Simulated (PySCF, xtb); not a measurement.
AsF2GaH2, SMILES [F][Ga]([AsH2])[F].

GFN2-xTB (xtb) at its own geometry gives an orbital gap of 3.99 eV and a dipole moment of 5.65 D.

Geometry: PBE0-D3(BJ)/def2-SVP.

What does B3LYP/def2-TZVP in PySCF give? (An estimate is asked for; the answer gives what the named calculation found.)

gap 6.52 eV (levels -8.32 and -1.80 eV), dipole 3.39 D.
